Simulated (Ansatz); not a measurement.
Consider the isomerisation: `[SiH3][N]([SiH3])[AlH][Cl]` → `[NH2][AlH][SiH]([SiH3])Cl`.

Isolated molecules relaxed with PBE0-D4/def2-TZVP in Ansatz; ΔE leaves out vibrations. CCSD(T)/CBS adds triple-zeta CCSD(T) − MP2 to the extrapolated MP2 energy (def2 sets, frozen cores). DFT in def2-TZVPP. B3LYP here is the variant with VWN-RPA as its local correlation; programs differ in this. One conformer a species, not always the lowest.

`[SiH3][N]([SiH3])[AlH][Cl]`:

Z-matrix (Å, degrees):
```
Si
N 1 1.744
H 1 1.485 2 111.4
H 1 1.489 2 107.5 3 119.1
H 1 1.485 2 111.4 3 -121.7
Si 2 1.737 1 117.4 3 -119.3
Al 2 1.780 1 121.7 3 60.7
H 6 1.488 2 108.1 1 180.0
H 6 1.487 2 111.3 1 -60.3
H 6 1.487 2 111.3 1 60.3
Cl 7 2.095 2 115.7 1 -0.0
H 7 1.567 2 123.5 1 180.0
```

`[NH2][AlH][SiH]([SiH3])Cl`:

```xyz
12

N    -1.712    0.209    1.664
Al   -0.953    1.492    0.718
Si    0.694    0.741   -0.941
Si    1.299   -1.505   -0.691
Cl   -0.197    0.940   -2.823
H    -2.427    0.350    2.360
H    -1.515   -0.775    1.564
H    -1.398    2.990    0.975
H     1.941    1.558   -0.986
H     0.072   -2.343   -0.594
H     2.067   -1.660    0.577
H     2.128   -1.995   -1.824
```

Task: Is it downhill or uphill in electronic energy at CCSD(T)/CBS, and by how much? (Estimate.)

Result: Ansatz gave: Uphill: ΔE = +173.6 kJ/mol.

Task: What do these levels give: PBE-D4, PBE0-D4, ωB97X-V, B2PLYP, r2SCAN, B3LYP, MP2/def2-TZVPP, SCS-MP2/def2-TZVPP, CCSD/def2-TZVPP, CCSD(T)/def2-TZVPP, HF/def2-QZVPP, SCS-MP2/def2-QZVPP? (An estimate is asked.)

Result: Computed: PBE-D4 128.4, PBE0-D4 143.7, ωB97X-V 167.4, B2PLYP 173.5, r2SCAN 160.7, B3LYP 158.9, MP2/def2-TZVPP 191.4, SCS-MP2/def2-TZVPP 193.1, CCSD/def2-TZVPP 178.8, CCSD(T)/def2-TZVPP 176.1, HF/def2-QZVPP 200.9, SCS-MP2/def2-QZVPP 192.5 kJ/mol.

Largest T1 diagnostic among the species: 0.012.

In def2-TZVPP, CCSD(T) changes the Hartree–Fock value by −22.2 kJ/mol (the triples alone add −2.7 kJ/mol) and MP2 by −6.9 kJ/mol. The D4 term adds +7.0 kJ/mol with B3LYP and +3.3 kJ/mol with PBE0; it sums over pairs of atoms, weighted by their polarisabilities, and B3LYP, whose exchange is more repulsive, gets the larger term. From PBE to PBE0 (25 % exact exchange), in def2-TZVPP and without D4, ΔE moves by +16.2 kJ/mol.
